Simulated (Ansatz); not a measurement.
Consider the formal loss of a carbene: `CB1[SiH2]S1` → `B1[SiH2]S1` + `[CH2]` (triplet).

Computed with Ansatz on PBE0-D4/def2-TZVP structures; ΔE is electronic, products minus reactants. CCSD(T)/CBS adds triple-zeta CCSD(T) − MP2 to the extrapolated MP2 energy (def2 sets, frozen cores). This one scheme is used for every species. Functionals use def2-TZVPP. HSE06 is defined as in plane-wave codes. Triplets are unrestricted, without spin–orbit coupling.

`CB1[SiH2]S1`:

Z-matrix (Å, degrees):
```
C
B 1 1.546
H 1 1.096 2 109.6
H 1 1.095 2 110.1 3 -115.7
H 1 1.092 2 113.9 3 121.8
Si 2 1.942 1 153.1 3 59.7
S 2 1.777 1 135.8 3 -119.8
H 6 1.483 2 124.3 1 86.0
H 6 1.483 2 124.3 1 -85.3
```

`B1[SiH2]S1`:

```xyz
6

B    -0.850    0.698   -0.389
Si    0.461   -0.408    0.503
S     0.212    0.000   -1.613
H    -1.783    1.425   -0.444
H     1.728    0.109    1.070
H     0.232   -1.824    0.873
```

`[CH2]` (triplet):

Z-matrix (Å, degrees):
```
C
H 1 1.079
H 1 1.079 2 134.9
```

```tsv
level	ΔE (kJ/mol)
BHLYP-D4	469.2
HSE06	483.6
```

What does CCSD(T)/CBS give? (Best estimate.)

The calculation gave: +485.7 kJ/mol. The listed levels differ from it by -16.5, -2.1 kJ/mol.

Largest T1 diagnostic among the species: 0.017.

In def2-TZVPP, CCSD(T) changes the Hartree–Fock value by +137.7 kJ/mol (the triples alone add +11.4 kJ/mol) and MP2 by +153.1 kJ/mol. From BLYP to BHLYP (50 % exact exchange), in def2-TZVPP and without D4, ΔE moves by −6.8 kJ/mol. Leaving LDA and LC-ωPBE aside and taking each functional with its dispersion term where it has one, the values, not all of them listed here, spread over 33.1 kJ/mol, from r2SCAN0-D4 to PBE-D4. LDA lies +73.4 kJ/mol from PBE without D4.
